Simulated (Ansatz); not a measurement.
The HOMO–LUMO gap down a group: Cl to I

One atom is swapped for its congeners: C4H9Cl (2-chloro-2-methylpropane) `CC(C)(C)Cl`; C4H9Br (2-bromo-2-methylpropane) `CC(C)(C)Br`; C4H9I (tert-butyl iodide) `CC(C)(C)I`. All are singlets with charge 0.

Shapes, held fixed at every level: PBE0-D4/def2-TZVP. Programs: Ansatz 0.2.0. Values in eV.

```csv
level,C4H9Cl,C4H9I
SPW92/def2-TZVPP,6.43,4.17
PBE-D4/def2-TZVPP,6.52,4.22
r2SCAN-D4/def2-TZVPP,7.14,4.69
BHLYP-D4/def2-TZVPP,11.09,8.24
PBE0-D4/def2-TZVPP,9.04,6.27
wB97M-V/def2-TZVPP,12.97,10.39
```

(1) Estimate the column for C4H9Br from its neighbours.

Answers

(1) The mean of the neighbours at wB97M-V/def2-TZVPP is 11.68 eV, against 12.04 from the run. All rows: SPW92/def2-TZVPP 5.34; PBE-D4/def2-TZVPP 5.41; r2SCAN-D4/def2-TZVPP 5.97; BHLYP-D4/def2-TZVPP 9.96; PBE0-D4/def2-TZVPP 7.73; wB97M-V/def2-TZVPP 12.04 eV. At wB97M-V/def2-TZVPP the HOMO–LUMO gap falls at every step, from 12.97 to 10.39 eV. Every level shows the same order. For atoms past krypton def2 sets carry core potentials with scalar relativity. Relativity is left out for Br unless named. Orbital gaps aren't excitation energies, and the LUMO depends on the basis.
